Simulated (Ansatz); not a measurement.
`FB(F)[CH2][SbH2]` + H₂O → `OB(F)F` + `[CH3][SbH2]` at 700 K and 1 bar (formal hydrolysis of a B–C bond).

Isolated molecules relaxed with PBE0-D4/def2-TZVP in Ansatz; ΔE leaves out vibrations. CBS: MP2 limit from def2 TZ/QZ plus the TZ coupled-cluster correction, frozen cores. This one scheme is used for every species. def2 core potentials past Kr. For Sb outer-core shells are correlated without core-valence functions, which leaves a few kJ/mol of doubt a bond. Each species was taken in one conformer, which may not be the lowest.

| species | CCSD(T)/CBS energy (Eh) | H − E (kJ/mol) | S (J/(mol·K)) |
| --- | --- | --- | --- |
| `FB(F)[CH2][SbH2]` | -504.97662 | 206.2 | 470.3 |
| H₂O | -76.37941 | 80.5 | 218.4 |
| `OB(F)F` | -300.33752 | 106.9 | 333.0 |
| `[CH3][SbH2]` | -281.05548 | 178.7 | 355.3 |

H − E and S are ideal-gas, rigid-rotor, harmonic terms from PBE0-D4/def2-TZVP, for one conformer and one mirror image of each species. 1 Eh = 2625.50 kJ/mol, R = 8.31446 J/(mol·K).

Question: By hand: ΔE, ΔH, ΔS and ΔG.

Answer: ΔE = (-300.33752) + (-281.05548) − (-504.97662) − (-76.37941) = -0.03697 Eh = -97.1 kJ/mol. Δ(H − E) = 106.9 + 178.7 − 206.2 − 80.5 = -1.1, so ΔH = -98.2 kJ/mol. ΔS = 333.0 + 355.3 − 470.3 − 218.4 = -0.4 J/(mol·K). ΔG = -98.2 − 700 × (-0.4)/1000 = -97.9 kJ/mol.

Question: By hand: the equilibrium constant, and the temperature at which ΔG would vanish if ΔH and ΔS stayed fixed.

Answer: log₁₀ K = −ΔG/(RT ln 10) = 7.3. ΔG = 0 at ΔH/ΔS = 245500 K, far beyond where these terms or the molecules hold.

The number of gas molecules stays the same, so ΔS is small and ΔH decides. A doubt of 5 kJ/mol in ΔE shifts log₁₀ K by 0.4 here. Other conformers and mirror images would add mixing entropy, several J/(mol·K) or more a flexible species. Modes under 60 cm⁻¹, often nearly free rotors, make the harmonic entropy too high. These are equilibria of isolated gas molecules and say nothing of rates. Largest T1 diagnostic: 0.013 (customary marks: 0.02 for closed shells, 0.045 for open ones).
